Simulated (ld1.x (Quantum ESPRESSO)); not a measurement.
Transferability test, RRKJ potential for silicon

```
Element                 : silicon (Si)
Generator               : ld1.x (Quantum ESPRESSO) 7.5
Type                    : norm-conserving RRKJ (Kleinman–Bylander form)
Functional              : PBE
Relativity              : scalar-relativistic
Frozen core             : [Ne]
Valence charge          : 4
Reference configuration : 3s2 3p2
Partial waves           : 3s (bound): rc 1.60 bohr; 3p (bound): rc 1.35 bohr
Local potential         : all-electron potential smoothed inside 1.50 bohr (lloc = -1)
Core correction         : none
```

Energies are relative to the spin-unpolarised reference configuration 3s2 3p2; without spin polarisation the order of configurations can differ from experiment. The frozen-core shift is the all-electron ΔE with the core orbitals held at their reference shape minus the fully relaxed ΔE.

```tsv
valence configuration	charge	ΔE all-electron (eV)	error AE − PS (meV)	frozen-core shift (meV)
3s2 3p1	+1	7.740	+3.4	+1.0
3s2 3p0	+2	23.733	+19	+10
3s2 3p1.5	+0.5	2.921	+0.5	+0.2
3s0 3p4	0	13.778	+93	+3.7
3s1 3p3	0	6.814	+25	+1.0
```

What are ΔE and the potential's error for 3s1 3p0?

ΔE = 57.704 eV all-electron; the error (AE − PS) is +76 meV.

What are ΔE and the potential's error for 3s1 3p2?

ΔE = 15.171 eV all-electron; the error (AE − PS) is +26 meV.

ld1.x printed “convergence not achieved” for 4 of the counted tests; their residual had stalled under 1e-8, short of the target of 1e-14.
